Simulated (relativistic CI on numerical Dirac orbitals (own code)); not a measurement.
## Nb2+: L-alpha,beta X-ray emission

Computed with this model: Dirac-Coulomb-Breit CI, orbitals from a KLI potential per configuration, QED by a radiative potential, valence Slater integrals scaled by 0.8, multiplet model of X-ray emission after core ionisation; configurations [Kr] 4d3 → [He] 2s2 2p5 3s2 3p6 3d10 4s2 4p6 4d3 → [Ar] 3d9 4s2 4p6 4d3; 300 K; Lorentzian 2 eV and Gaussian 0.6 eV FWHM. Energies are those of the free ion, without screening or charge transfer. S is read from ⟨S²⟩ = S(S + 1).

Computed curve for free ion, scaled to 100 at the maximum (points under 2 are left out and the grid is thinned):

| Energy (eV) | Intensity |
| --- | --- |
| 2157.8 | 2.1 |
| 2158.4 | 2.4 |
| 2158.8 | 2.6 |
| 2159.4 | 2.8 |
| 2159.8 | 3.0 |
| 2160.4 | 3.4 |
| 2161.0 | 4.1 |
| 2161.4 | 4.7 |
| 2162.0 | 6.0 |
| 2162.4 | 7.3 |
| 2163.0 | 10.1 |
| 2163.6 | 14.2 |
| 2164.0 | 17.9 |
| 2164.6 | 24.0 |
| 2165.2 | 30.6 |
| 2165.6 | 37.3 |
| 2166.2 | 56.6 |
| 2166.6 | 76.4 |
| 2167.2 | 100.0 |
| 2167.8 | 85.5 |
| 2168.2 | 62.9 |
| 2168.8 | 36.2 |
| 2169.2 | 25.5 |
| 2169.8 | 16.1 |
| 2170.4 | 10.9 |
| 2170.8 | 8.7 |
| 2171.4 | 6.5 |
| 2171.8 | 5.5 |
| 2172.4 | 4.3 |
| 2173.0 | 3.5 |
| 2173.4 | 3.0 |
| 2174.0 | 2.5 |
| 2174.6 | 2.2 |
| 2251.0 | 2.1 |
| 2251.6 | 3.0 |
| 2252.0 | 3.5 |
| 2252.6 | 4.2 |
| 2253.2 | 4.6 |
| 2253.6 | 4.7 |
| 2254.2 | 4.5 |
| 2254.6 | 4.5 |
| 2255.2 | 5.1 |
| 2255.8 | 6.5 |
| 2256.2 | 8.0 |
| 2256.8 | 11.8 |
| 2257.2 | 15.8 |
| 2257.8 | 25.0 |
| 2258.4 | 38.1 |
| 2258.8 | 45.8 |
| 2259.4 | 45.9 |
| 2260.0 | 33.5 |
| 2260.4 | 24.6 |
| 2261.0 | 15.2 |
| 2261.4 | 11.2 |
| 2262.0 | 7.5 |
| 2262.6 | 5.2 |
| 2263.0 | 4.2 |
| 2263.6 | 3.1 |
| 2264.0 | 2.6 |
| 2264.6 | 2.0 |

The ground state has S = 1.50, and the centroid lies at 2198.19 eV.
